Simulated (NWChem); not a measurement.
# Lowest excitation of BiF2 (+1)

```xyz
3

Bi     0.0000     0.0000     0.2357
F     -1.4797     0.0000    -1.0870
F      1.4797     0.0000    -1.0870
```
Charge +1, spin multiplicity 1.

All runs are NWChem calculations. Structure: optimised with B3LYP/def2-SVP with def2 effective core potentials on Bi, a minimum by its harmonic frequencies.

Basis set: def2-SVPD.

Effective core potentials replace the inner electrons of Bi; spin-orbit coupling is left out. The correlated methods keep 6 core orbitals frozen. B3LYP has NWChem's definition, with VWN1-RPA local correlation. The spin multiplicity of the parent species was assumed, not shown to be that of its ground state. The structure started from a generated list of species. No row is a measurement; the coupled-cluster row has its own basis-set and correlation limits.

**Question.** One of these methods gave a lowest vertical singlet excitation energy of 6.20 eV. Which?
(A) TDA-BHandHLYP
(B) TD-B3LYP
(C) CIS
(D) EOM-CCSD

**Answer.** C, CIS. The others give 5.21 (TDA-BHandHLYP), 4.45 (TD-B3LYP), 5.01 (EOM-CCSD).
